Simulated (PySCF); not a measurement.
Calculation: PBE-D3(BJ)/def2-TZVP // B3LYP-D3(BJ)/def2-TZVP (PySCF). All species are isolated molecules in the gas phase. 

Reference species (SMILES): `NB(N)N` (neutral, multiplicity 1).

The HOMO is -5.08 eV. The HOMO–LUMO gap is 5.17 eV.

Changed species: `B` (3 of 3 NH2 replaced by H; the reference has 0 of 3 NH2 replaced by H).

Predict the effect on the HOMO and HOMO–LUMO gap.

the HOMO falls by 3.40 eV, to -8.48 eV; the HOMO–LUMO gap increases by 0.27 eV, to 5.44 eV.
